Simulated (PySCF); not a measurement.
## Correlation energy of S (sulfur, neutral)

[Ne] 3s1 3p5, high-spin 3P determinant (an excited configuration). Calculation: PySCF 2.14, in aug-cc-pV(Q+d)Z (7s6p5d3f2g, 89 functions); no relativity, point nucleus. Frozen: [Ne]; 6 electrons correlated.

MP2 pair energies summed by pair of shells (mhartree):

```
 pair   energy  share (%)
3p-3p  -147.32       87.8
3s-3p   -20.45       12.2
```

Total MP2 correlation energy: -167.78 mhartree.

Same-spin part -32.49 and opposite-spin part -135.29 mhartree; SCS-MP2 scales them by 1/3 and 6/5 to -173.18 mhartree.
